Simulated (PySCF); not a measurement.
PySCF job for C2H6OSi2, SMILES C#C[SiH2][SiH2]O, TDDFT-PBE/def2-SVPD. Coordinates come from a ωB97X-D3(BJ)/def2-SVP optimisation. The structure was generated by enumeration, and PubChem lists no compound with its InChIKey, so it may never have been made. One conformer was computed; it need not be the lowest.

```python
import numpy as np
from pyscf import gto, scf, dft, tdscf

mol = gto.M(
    atom='''
    C     0.55127618    2.61198064    0.35245209
    C     0.83413354    1.43597441    0.47604167
    Si    1.11897244   -0.39045315    0.58909602
    Si   -0.92187959   -1.20971156   -0.21117468
    O    -1.40438998   -0.12441955   -1.38825508
    H     0.32126108    3.66035977    0.25586677
    H     1.43211012   -0.75527927    1.99979126
    H     2.27731789   -0.74288353   -0.28012670
    H    -0.81809086   -2.55156991   -0.84384722
    H    -1.89011429   -1.29318223    0.92449452
    H    -1.15912252    0.79248706   -1.21199944
    ''',
    basis='def2-SVPD',
    charge=0,
    spin=0,
    max_memory=1600,
    verbose=4,
)
mf = dft.RKS(mol, xc='pbe').density_fit(auxbasis='def2-universal-jkfit')
mf.grids.level = 3
mf.conv_tol = 1e-9
mf.max_cycle = 100
mf.kernel()
mf.grids = dft.Grids(mol).set(level=1).build(with_non0tab=True)  # coarser grid for the response kernel
td = tdscf.TDDFT(mf)
td.singlet = True
td.nstates = 10
td.conv_tol = 1e-4
td.positive_eig_threshold = 1e-6
td.kernel(x0=td.get_init_guess(mf, 15))
td.analyze()
tt = tdscf.TDA(mf)
tt.singlet = False
tt.nstates = 4
tt.conv_tol = 1e-4
tt.positive_eig_threshold = 1e-6
tt.kernel(x0=tt.get_init_guess(mf, 9))
tt.analyze(verbose=3)
```

It prints:

```
PySCF version 2.14.0

[INPUT] verbose = 4
[INPUT] num. atoms = 11
[INPUT] num. electrons = 54
[INPUT] charge = 0
[INPUT] spin (= nelec alpha-beta = 2S) = 0
[INPUT] symmetry False subgroup None
[INPUT] Mole.unit = angstrom
[INPUT] Symbol           X                Y                Z      unit          X                Y                Z       unit  Magmom
[INPUT]  1 C      0.551276180000   2.611980640000   0.352452090000 AA    1.041760999196   4.935928052266   0.666037922131 Bohr   0.0
[INPUT]  2 C      0.834133540000   1.435974410000   0.476041670000 AA    1.576283941914   2.713598356784   0.899588380181 Bohr   0.0
[INPUT]  3 Si     1.118972440000  -0.390453150000   0.589096020000 AA    2.114551452536  -0.737849517974   1.113230138871 Bohr   0.0
[INPUT]  4 Si    -0.921879590000  -1.209711560000  -0.211174680000 AA   -1.742099944926  -2.286023538120  -0.399062309643 Bohr   0.0
[INPUT]  5 O     -1.404389980000  -0.124419550000  -1.388255080000 AA   -2.653912434283  -0.235118874042  -2.623421892236 Bohr   0.0
[INPUT]  6 H      0.321261080000   3.660359770000   0.255866770000 AA    0.607095455682   6.917077482676   0.483518119677 Bohr   0.0
[INPUT]  7 H      1.432110120000  -0.755279270000   1.999791260000 AA    2.706295907018  -1.427270967861   3.779057787699 Bohr   0.0
[INPUT]  8 H      2.277317890000  -0.742883530000  -0.280126700000 AA    4.303507110672  -1.403846414150  -0.529362743178 Bohr   0.0
[INPUT]  9 H     -0.818090860000  -2.551569910000  -0.843847220000 AA   -1.545967670410  -4.821768317581  -1.594640136776 Bohr   0.0
[INPUT] 10 H     -1.890114290000  -1.293182230000   0.924494520000 AA   -3.571798352227  -2.443760243854   1.747041446461 Bohr   0.0
[INPUT] 11 H     -1.159122520000   0.792487060000  -1.211999440000 AA   -2.190424107616   1.497583500662  -2.290347004726 Bohr   0.0

nuclear repulsion = 255.27503820988
number of shells = 69
number of NR pGTOs = 237
number of NR cGTOs = 159
basis = def2-SVPD
ecp = {}


[settings echo left out]
init E= -733.373783634426
  HOMO = -0.29402418570671  LUMO = -0.0965865732641576  gap/eV = 5.37255
cycle= 1 E= -733.072838608623  delta_E= 0.301  |g|= 0.842  |ddm|= 6.35
  HOMO = -0.104415427293498  LUMO = -0.0294242055013265  gap/eV = 2.04062
cycle= 2 E= -732.204875619548  delta_E= 0.868  |g|= 2.13  |ddm|= 3.05
  HOMO = -0.230918475274057  LUMO = -0.048856748188864  gap/eV = 4.95415
cycle= 3 E= -733.208291103148  delta_E=   -1  |g|= 0.223  |ddm|=  2.3
  HOMO = -0.244327195819338  LUMO = -0.0627346814155842  gap/eV = 4.94138
cycle= 4 E= -733.219752726187  delta_E= -0.0115  |g|= 0.114  |ddm|= 0.531
  HOMO = -0.245136117377625  LUMO = -0.0571085683486676  gap/eV = 5.11649
cycle= 5 E= -733.223264937675  delta_E= -0.00351  |g|= 0.0287  |ddm|= 0.204
  HOMO = -0.244126108595481  LUMO = -0.0566841525619548  gap/eV = 5.10056
cycle= 6 E= -733.223564894178  delta_E= -0.0003  |g|= 0.0104  |ddm|= 0.0565
  HOMO = -0.243964862533768  LUMO = -0.0565419033728931  gap/eV = 5.10004
cycle= 7 E= -733.22357816859  delta_E= -1.33e-05  |g|= 0.00743  |ddm|= 0.0166
  HOMO = -0.244059142517004  LUMO = -0.0565548479134383  gap/eV = 5.10225
cycle= 8 E= -733.223593793722  delta_E= -1.56e-05  |g|= 0.00073  |ddm|= 0.00822
  HOMO = -0.244125812664151  LUMO = -0.0565843937341439  gap/eV = 5.10326
cycle= 9 E= -733.223593941053  delta_E= -1.47e-07  |g|= 0.00017  |ddm|= 0.00138
  HOMO = -0.244108484336365  LUMO = -0.0565714108084703  gap/eV = 5.10314
cycle= 10 E= -733.223593949374  delta_E= -8.32e-09  |g|= 6.4e-05  |ddm|= 0.000458
  HOMO = -0.24411545597481  LUMO = -0.056577160410261  gap/eV = 5.10318
cycle= 11 E= -733.223593950946  delta_E= -1.57e-09  |g|= 1.35e-05  |ddm|= 0.000159
  HOMO = -0.244114174366261  LUMO = -0.0565760512498783  gap/eV = 5.10317
cycle= 12 E= -733.223593951009  delta_E= -6.28e-11  |g|= 2.16e-06  |ddm|= 3.3e-05
  HOMO = -0.244113966653504  LUMO = -0.056575976234281  gap/eV = 5.10317
Extra cycle  E= -733.223593951007  delta_E= 1.36e-12  |g|= 3.08e-06  |ddm|= 8.84e-06
converged SCF energy = -733.223593951007
tot grids = 43200
Overwritten attributes  positive_eig_threshold  of <class 'pyscf.tdscf.rks.CasidaTDDFT'>


******** <class 'pyscf.tdscf.rks.CasidaTDDFT'> for <class 'pyscf.df.df_jk.DFRKS'> ********
nstates = 10 singlet
deg_eia_thresh = 1.000e-03
wfnsym = None
conv_tol = 0.0001
eigh lindep = 1e-12
eigh level_shift = 0
eigh max_cycle = 100


Excitation energies (eV)
[5.34105542 5.42242014 5.82965518 5.83873615 6.02019842 6.10792377
 6.36220072 6.40100127 6.5038073  6.50706831]

** Singlet excitation energies and oscillator strengths **
Excited State   1:      5.34106 eV    232.13 nm  f=0.0248
      27 -> 28       -0.57692
      27 -> 29       -0.37616
Excited State   2:      5.42242 eV    228.65 nm  f=0.0211
      26 -> 29        0.10860
      27 -> 28        0.34793
      27 -> 29       -0.57992
      27 -> 30        0.11506
Excited State   3:      5.82966 eV    212.68 nm  f=0.0010
      26 -> 28       -0.65325
      26 -> 29        0.13147
      27 -> 30        0.19655
Excited State   4:      5.83874 eV    212.35 nm  f=0.0181
      25 -> 28       -0.30991
      26 -> 28        0.14012
      27 -> 30        0.60170
Excited State   5:      6.02020 eV    205.95 nm  f=0.0275
      25 -> 28        0.57935
      25 -> 29        0.16080
      26 -> 29       -0.25976
      27 -> 30        0.21986
Excited State   6:      6.10792 eV    202.99 nm  f=0.0015
      25 -> 29        0.61338
      26 -> 29        0.31655
Excited State   7:      6.36220 eV    194.88 nm  f=0.0186
      24 -> 28        0.20799
      24 -> 29       -0.11716
      25 -> 29        0.19958
      26 -> 29       -0.22068
      26 -> 30       -0.57654
Excited State   8:      6.40100 eV    193.70 nm  f=0.0363
      24 -> 28        0.56972
      24 -> 29        0.10977
      25 -> 29        0.10232
      26 -> 29       -0.17458
      26 -> 30        0.31384
Excited State   9:      6.50381 eV    190.63 nm  f=0.0004
      24 -> 28       -0.11198
      24 -> 29        0.45291
      25 -> 30       -0.46972
      26 -> 29       -0.10389
      27 -> 31       -0.19127
Excited State  10:      6.50707 eV    190.54 nm  f=0.0178
      24 -> 29       -0.44890
      25 -> 30       -0.45490
      26 -> 29       -0.12099
      26 -> 30        0.18312
      27 -> 32       -0.11691

** Transition electric dipole moments (AU) **
state          X           Y           Z        Dip. S.      Osc.
  1         0.1634      0.3924     -0.0938      0.1895      0.0248
  2         0.0037     -0.3717     -0.1425      0.1585      0.0211
  3         0.0442     -0.0430      0.0537      0.0067      0.0010
  4         0.2336      0.2527      0.0904      0.1266      0.0181
  5         0.2917      0.3063      0.0887      0.1868      0.0275
  6        -0.0769     -0.0340     -0.0518      0.0098      0.0015
  7        -0.0118     -0.3395     -0.0623      0.1193      0.0186
  8         0.0178     -0.4551      0.1553      0.2315      0.0363
  9        -0.0137      0.0244      0.0429      0.0026      0.0004
 10        -0.2342     -0.2367      0.0290      0.1117      0.0178

** Transition velocity dipole moments (imaginary part, AU) **
state          X           Y           Z        Dip. S.      Osc.
  1         0.0368      0.0795     -0.0204      0.0081      0.0275
  2        -0.0003     -0.0760     -0.0274      0.0065      0.0218
  3         0.0095     -0.0105      0.0120      0.0003      0.0011
  4         0.0516      0.0540      0.0237      0.0061      0.0191
  5         0.0620      0.0695      0.0216      0.0091      0.0276
  6        -0.0180     -0.0072     -0.0132      0.0005      0.0016
  7        -0.0014     -0.0819     -0.0164      0.0070      0.0199
  8         0.0031     -0.1120      0.0373      0.0140      0.0395
  9         0.0007      0.0061      0.0085      0.0001      0.0003
 10        -0.0558     -0.0572      0.0083      0.0064      0.0180

** Transition magnetic dipole moments (imaginary part, AU) **
state          X           Y           Z
  1        -0.0131     -0.2196     -0.3927
  2        -0.0821      0.2888      0.1792
  3         0.3105      0.2322     -0.1269
  4         0.2046      0.0130     -0.5715
  5         0.3703      0.4425     -0.0460
  6        -0.2468      0.2674     -0.1695
  7         0.0086     -0.1450      0.0513
  8        -0.7738      0.0425      0.3768
  9        -0.1802     -0.2570     -0.5150
 10        -0.3652     -0.0479     -0.1215
Overwritten attributes  positive_eig_threshold  of <class 'pyscf.tdscf.rks.TDA'>


******** <class 'pyscf.tdscf.rks.TDA'> for <class 'pyscf.df.df_jk.DFRKS'> ********
nstates = 4 triplet
deg_eia_thresh = 1.000e-03
wfnsym = None
conv_tol = 0.0001
eigh lindep = 1e-12
eigh level_shift = 0
eigh max_cycle = 100


Excitation energies (eV)
[4.68596264 4.98106886 5.10466707 5.36328038]

** Triplet excitation energies and oscillator strengths **
Excited State   1:      4.68596 eV    264.59 nm  f=0.0000
Excited State   2:      4.98107 eV    248.91 nm  f=0.0000
Excited State   3:      5.10467 eV    242.88 nm  f=0.0000
Excited State   4:      5.36328 eV    231.17 nm  f=0.0000
```

The calculation finished and met its thresholds.
